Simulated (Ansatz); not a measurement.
These are CAM-B3LYP-D3(BJ)/def2-TZVP run with Ansatz (a program for electronic structure) values and carry that method's errors. No frequencies were computed at this level.

Ansatz 0.2 input:
```yaml
crystal:
  periodic: [false, false, false]
  atoms:
    - { symbol: C, position_ang: [0.59577, -0.674323, -1.463754] }
    - { symbol: C, position_ang: [0.293987, -0.122807, -0.290531] }
    - { symbol: Si, position_ang: [1.589316, 0.738941, 0.795858] }
    - { symbol: C, position_ang: [-1.059396, -0.19947, 0.245402] }
    - { symbol: C, position_ang: [-2.193583, -0.182043, -0.441936] }
    - { symbol: Cl, position_ang: [-1.108237, -0.251942, 1.982392] }
    - { symbol: H, position_ang: [-0.125155, -1.219701, -2.053427] }
    - { symbol: H, position_ang: [1.589405, -0.605226, -1.872506] }
    - { symbol: H, position_ang: [1.015447, 1.971208, 1.334658] }
    - { symbol: H, position_ang: [2.010067, -0.163117, 1.867466] }
    - { symbol: H, position_ang: [2.727527, 1.046287, -0.072952] }
    - { symbol: H, position_ang: [-3.155319, -0.219991, 0.037306] }
    - { symbol: H, position_ang: [-2.179836, -0.117818, -1.515294] }
basis:
  gaussian: { orbitals: def2-tzvp }
hamiltonian:
  xc: cam_b3lyp
  dispersion: d3bj
relax:
  max_steps: 150
```

Output:

```
Functional definition: CAM-B3LYP
1552 factors; their error is unknown
484 factors; integrals over basis functions are off by at most 1.8e-6 eV
mean field evaluation 1: about -24654.5982 eV, gradient 5.3e1 eV
mean field evaluation 2: about -24655.1934 eV, gradient 4.9e1 eV
mean field evaluation 4: about -24661.1301 eV, gradient 2.2e0 eV
mean field evaluation 8: about -24661.1394 eV, gradient 6.9e-2 eV
mean field evaluation 16: about -24661.1800 eV, gradient 3.4e-4 eV
mean field -24661.17998156 eV, -906.2816483741 hartree, gradient 4.4e-5 eV, S^2 0.000000; 0 other end points of the search recorded, 0 dependent functions left out
reference -24661.18013206 eV, -906.2816539048 hartree; 31, 31 occupied and 209, 209 virtual orbitals, 1552 factors
relax step   1: F+E_penalty+E_count = -24661.49421617 eV  Δ(F+E_penalty+E_count) = +0.000e0 eV  max|allowed force component| = 6.359e-1 eV/Å  Δτ_max = 0.0000 Å  (30 SCF iters, accepted)
these checks for a lower state are left out or cut short: starts, cluster_reference, orbital_swaps, neighbouring_geometries, increment
1552 factors; their error is unknown
484 factors; integrals over basis functions are off by at most 1.9e-6 eV
mean field -24661.22823330 eV, -906.2834215930 hartree, gradient 2.7e-5 eV, S^2 0.000000; 0 other end points of the search recorded, 0 dependent functions left out
reference -24661.22838475 eV, -906.2834271587 hartree; 31, 31 occupied and 209, 209 virtual orbitals, 1552 factors
relax step   2: F+E_penalty+E_count = -24661.54005270 eV  Δ(F+E_penalty+E_count) = -4.584e-2 eV  max|allowed force component| = 3.424e-1 eV/Å  Δτ_max = 0.1617 Å  (32 SCF iters, accepted)
these checks for a lower state are left out or cut short: starts, cluster_reference, orbital_swaps, neighbouring_geometries, increment
1552 factors; their error is unknown
484 factors; integrals over basis functions are off by at most 1.9e-6 eV
mean field evaluation 32: about -24661.2390 eV, gradient 1.4e-5 eV
mean field -24661.23899257 eV, -906.2838169888 hartree, gradient 1.4e-5 eV, S^2 0.000000; 0 other end points of the search recorded, 0 dependent functions left out
reference -24661.23914455 eV, -906.2838225741 hartree; 31, 31 occupied and 209, 209 virtual orbitals, 1552 factors
relax step   3: F+E_penalty+E_count = -24661.55037796 eV  Δ(F+E_penalty+E_count) = -1.033e-2 eV  max|allowed force component| = 1.279e-1 eV/Å  Δτ_max = 0.0545 Å  (34 SCF iters, accepted)
these checks for a lower state are left out or cut short: starts, cluster_reference, orbital_swaps, neighbouring_geometries, increment
1552 factors; their error is unknown
484 factors; integrals over basis functions are off by at most 1.9e-6 eV
mean field -24661.24322409 eV, -906.2839724944 hartree, gradient 1.2e-5 eV, S^2 0.000000; 0 other end points of the search recorded, 0 dependent functions left out
reference -24661.24337633 eV, -906.2839780890 hartree; 31, 31 occupied and 209, 209 virtual orbitals, 1552 factors
relax step   4: F+E_penalty+E_count = -24661.55486214 eV  Δ(F+E_penalty+E_count) = -4.484e-3 eV  max|allowed force component| = 8.764e-2 eV/Å  Δτ_max = 0.0446 Å  (34 SCF iters, accepted)
these checks for a lower state are left out or cut short: starts, cluster_reference, orbital_swaps, neighbouring_geometries, increment
1552 factors; their error is unknown
484 factors; integrals over basis functions are off by at most 1.9e-6 eV
mean field -24661.24533883 eV, -906.2840502094 hartree, gradient 1.2e-5 eV, S^2 0.000000; 0 other end points of the search recorded, 0 dependent functions left out
reference -24661.24549127 eV, -906.2840558118 hartree; 31, 31 occupied and 209, 209 virtual orbitals, 1552 factors
relax step   5: F+E_penalty+E_count = -24661.55719787 eV  Δ(F+E_penalty+E_count) = -2.336e-3 eV  max|allowed force component| = 6.493e-2 eV/Å  Δτ_max = 0.0520 Å  (34 SCF iters, accepted)
these checks for a lower state are left out or cut short: starts, cluster_reference, orbital_swaps, neighbouring_geometries, increment
1552 factors; their error is unknown
484 factors; integrals over basis functions are off by at most 1.9e-6 eV
mean field -24661.24688081 eV, -906.2841068763 hartree, gradient 1.3e-5 eV, S^2 0.000000; 0 other end points of the search recorded, 0 dependent functions left out
reference -24661.24703347 eV, -906.2841124862 hartree; 31, 31 occupied and 209, 209 virtual orbitals, 1552 factors
relax step   6: F+E_penalty+E_count = -24661.55861567 eV  Δ(F+E_penalty+E_count) = -1.418e-3 eV  max|allowed force component| = 5.119e-2 eV/Å  Δτ_max = 0.0515 Å  (34 SCF iters, accepted)
these checks for a lower state are left out or cut short: starts, cluster_reference, orbital_swaps, neighbouring_geometries, increment
1552 factors; their error is unknown
484 factors; integrals over basis functions are off by at most 1.9e-6 eV
mean field -24661.24792016 eV, -906.2841450717 hartree, gradient 1.1e-5 eV, S^2 0.000000; 0 other end points of the search recorded, 0 dependent functions left out
reference -24661.24807290 eV, -906.2841506847 hartree; 31, 31 occupied and 209, 209 virtual orbitals, 1552 factors
relax step   7: F+E_penalty+E_count = -24661.55986557 eV  Δ(F+E_penalty+E_count) = -1.250e-3 eV  max|allowed force component| = 4.457e-2 eV/Å  Δτ_max = 0.0766 Å  (33 SCF iters, accepted)
these checks for a lower state are left out or cut short: starts, cluster_reference, orbital_swaps, neighbouring_geometries, increment
1552 factors; their error is unknown
484 factors; integrals over basis functions are off by at most 1.9e-6 eV
mean field evaluation 64: about -24661.2481 eV, gradient 2.1e-4 eV
mean field -24661.24814477 eV, -906.2841533261 hartree, gradient 1.2e-5 eV, S^2 0.000000; 0 other end points of the search recorded, 0 dependent functions left out
reference -24661.24829755 eV, -906.2841589404 hartree; 31, 31 occupied and 209, 209 virtual orbitals, 1552 factors
relax step   8: F+E_penalty+E_count = -24661.56015942 eV  Δ(F+E_penalty+E_count) = -2.939e-4 eV  max|allowed force component| = 3.180e-2 eV/Å  Δτ_max = 0.0215 Å  (35 SCF iters, accepted)
these checks for a lower state are left out or cut short: starts, cluster_reference, orbital_swaps, neighbouring_geometries, increment
1552 factors; their error is unknown
484 factors; integrals over basis functions are off by at most 1.9e-6 eV
mean field -24661.24822225 eV, -906.2841561733 hartree, gradient 1.2e-5 eV, S^2 0.000000; 0 other end points of the search recorded, 0 dependent functions left out
reference -24661.24837503 eV, -906.2841617877 hartree; 31, 31 occupied and 209, 209 virtual orbitals, 1552 factors
relax step   9: F+E_penalty+E_count = -24661.56028307 eV  Δ(F+E_penalty+E_count) = -1.237e-4 eV  max|allowed force component| = 1.556e-2 eV/Å  Δτ_max = 0.0066 Å  (36 SCF iters, accepted)
these checks for a lower state are left out or cut short: starts, cluster_reference, orbital_swaps, neighbouring_geometries, increment
1552 factors; their error is unknown
484 factors; integrals over basis functions are off by at most 1.9e-6 eV
mean field -24661.24824941 eV, -906.2841571714 hartree, gradient 1.2e-5 eV, S^2 0.000000; 0 other end points of the search recorded, 0 dependent functions left out
reference -24661.24840221 eV, -906.2841627866 hartree; 31, 31 occupied and 209, 209 virtual orbitals, 1552 factors
relax step  10: F+E_penalty+E_count = -24661.56025745 eV  Δ(F+E_penalty+E_count) = +2.561e-5 eV  max|allowed force component| = 2.342e-2 eV/Å  Δτ_max = 0.0042 Å  (36 SCF iters, rejected (line search))
these checks for a lower state are left out or cut short: starts, cluster_reference, orbital_swaps, neighbouring_geometries, increment
1552 factors; their error is unknown
484 factors; integrals over basis functions are off by at most 1.9e-6 eV
mean field -24661.24824870 eV, -906.2841571454 hartree, gradient 1.2e-5 eV, S^2 0.000000; 0 other end points of the search recorded, 0 dependent functions left out
reference -24661.24840148 eV, -906.2841627598 hartree; 31, 31 occupied and 209, 209 virtual orbitals, 1552 factors
relax step  11: F+E_penalty+E_count = -24661.56029821 eV  Δ(F+E_penalty+E_count) = -1.515e-5 eV  max|allowed force component| = 5.071e-3 eV/Å  Δτ_max = 0.0021 Å  (36 SCF iters, accepted)
1552 factors; their error is unknown
484 factors; integrals over basis functions are off by at most 1.9e-6 eV
mean field evaluation 96: about -24654.7519 eV, gradient 5.3e1 eV
mean field -24661.24824870 eV, -906.2841571454 hartree, gradient 1.2e-5 eV, S^2 0.000000; 1 other end points of the search recorded, 0 dependent functions left out
reference -24661.24840148 eV, -906.2841627598 hartree; 31, 31 occupied and 209, 209 virtual orbitals, 1552 factors
Total energy: -24661.56045099 eV, -906.2956303678 hartree
Atom 0 at     0.614674    -0.732458    -1.406756 Å, force    -0.000995     0.000130     0.000484 eV/Å
Atom 1 at     0.289302    -0.171006    -0.245645 Å, force    -0.003304     0.001946     0.002449 eV/Å
Atom 2 at     1.576960     0.777868     0.737590 Å, force    -0.000605    -0.000037    -0.000820 eV/Å
Atom 3 at    -1.087220    -0.283425     0.263302 Å, force    -0.001128    -0.000340    -0.005071 eV/Å
Atom 4 at    -2.191441    -0.083306    -0.434385 Å, force     0.002178     0.002281     0.002453 eV/Å
Atom 5 at    -1.197844    -0.675514     1.964322 Å, force    -0.000683    -0.001794     0.001155 eV/Å
Atom 6 at    -0.095595    -1.327580    -1.969674 Å, force     0.000922     0.000060    -0.000317 eV/Å
Atom 7 at     1.604922    -0.625233    -1.830755 Å, force    -0.000105     0.000293     0.000434 eV/Å
Atom 8 at     1.016781     2.064635     1.200995 Å, force     0.000276    -0.000556    -0.000463 eV/Å
Atom 9 at     2.043884     0.008547     1.907698 Å, force     0.000295     0.000167     0.000128 eV/Å
Atom 10 at     2.718241     1.024028    -0.169551 Å, force     0.000819    -0.000168    -0.000296 eV/Å
Atom 11 at    -3.170915    -0.181907     0.008939 Å, force     0.002645     0.000924    -0.000313 eV/Å
Atom 12 at    -2.121755     0.205348    -1.473399 Å, force    -0.000315    -0.002908     0.000177 eV/Å
Dipole moment:    -0.015000     0.004201    -0.354757 e Å
```

Cost: very roughly 5 core-minutes.
